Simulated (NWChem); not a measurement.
Molecule: HfClF3; SMILES [F][Hf]([F])([F])[Cl]

def2 effective core potentials on Hf; no spin-orbit coupling.

Problem. Give the equilibrium geometry at PBE-D3(BJ)/def2-SVP with def2 effective core potentials on Hf (NWChem) as a list of bonds and angles, with the point group.

Solution. point group C3v; any orientation.
Bond lengths (Å): Hf1–F2 1.910, Hf1–F3 1.910, Hf1–F4 1.910, Hf1–Cl5 2.357. Angles (°): F2–Hf1–F3 108.8, F2–Hf1–F4 108.8, F2–Hf1–Cl5 110.1, F3–Hf1–F4 108.8, F3–Hf1–Cl5 110.1, F4–Hf1–Cl5 110.1.
